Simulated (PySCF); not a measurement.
Species: C6H12Si.
Cartesian coordinates in Å at the GFN2-xTB level; atoms count from 1:
```xyz
19
C6H12Si angstrom
C     -1.131    1.027    1.645
Si    -0.500    0.026    0.151
C     -1.944   -0.864   -0.716
C      0.565    1.069   -1.051
C      1.916    0.422   -0.996
C      2.097   -0.630   -0.216
C      0.947   -1.149    0.593
H     -0.320    1.541    2.151
H     -1.855    1.774    1.335
H     -1.617    0.381    2.370
H     -2.683   -0.153   -1.073
H     -1.601   -1.441   -1.570
H     -2.447   -1.545   -0.037
H      0.647    2.118   -0.763
H      0.195    1.063   -2.078
H      2.709    0.837   -1.601
H      3.049   -1.135   -0.138
H      0.756   -2.192    0.334
H      1.208   -1.140    1.652
```

Computed with TDDFT PBE0/def2-SVPD, vertical, gas phase, core orbitals frozen in the response (PySCF 2.14.0, density-fitted response routines).

Frontier orbitals with the atoms that hold most of them (Löwdin shares over 4%, at most four atoms; ? is withheld):

| orbital | ε (eV) | atoms |
| --- | --- | --- |
| HOMO-3 | -8.55 | C1 26%, C3 26%, Si2 21%, H8 5% |
| HOMO-2 | -8.31 | Si2 20%, C3 13%, C1 13%, C7 12% |
| HOMO-1 | -7.88 | C4 24%, C7 24%, Si2 20%, C5 5% |
| HOMO | -6.87 | ? |
| LUMO | ? | ? |
| LUMO+1 | 0.82 | C6 33%, C5 33%, C4 7%, C7 7% |
| LUMO+2 | 1.21 | C5 16%, C6 16%, H17 10%, H16 10% |

**Question.** Give the leading atoms of the HOMO.

**Answer.** C6 (bonded to 2 C and H) 33%; C5 (bonded to 2 C and H) 33%; C4 (bonded to C, Si and 2 H) 8%; C7 (bonded to C, Si and 2 H) 8%.

**Question.** Which atoms hold the LUMO, and with what shares?

**Answer.** Si2 (bonded to 4 C) 17%; C1 (bonded to Si and 3 H) 12%; C3 (bonded to Si and 3 H) 12%; H10 (bonded to C) 6%. By element: carbon 24% or more, silicon 17%, hydrogen 6% or more.

**Question.** What is the LUMO energy, and the HOMO–LUMO gap?

**Answer.** ε(LUMO) = 0.60 eV; the gap is 7.48 eV (0.2747 hartree).

**Question.** The HOMO–LUMO gap is 7.48 eV. Where does the response calculation put the lowest singlet, and from which orbitals?

**Answer.** S1 is at 6.49 eV (f = 0.0000), 0.99 eV below the gap, made of HOMO→LUMO (82%), HOMO→LUMO+2 (17%). 

**Question.** One configuration dominates each of S1, S3, S4 and S6. Which, and how do the shares of the two leading atoms of either orbital change from the occupied to the empty one?

**Answer.** 
- S1 (6.49 eV, f 0.0000), HOMO→LUMO (82%): C6 33% → at most 6%, C5 33% → at most 6%, Si2 at most 9% → 17%, C1 at most 9% → 12%
- S3 (7.17 eV, f 0.0005), HOMO-1→LUMO+1 (99%): C4 24% → 7%, C7 24% → 7%, C6 at most 5% → 33%, C5 5% → 33%
- S4 (7.18 eV, f 0.176), HOMO→LUMO+1 (89%): C6 33% → 33%, C5 33% → 33%
- S6 (7.45 eV, f 0.037), HOMO-1→LUMO (95%): C4 24% → at most 6%, C7 24% → at most 6%, Si2 20% → 17%, C1 at most 5% → 12%
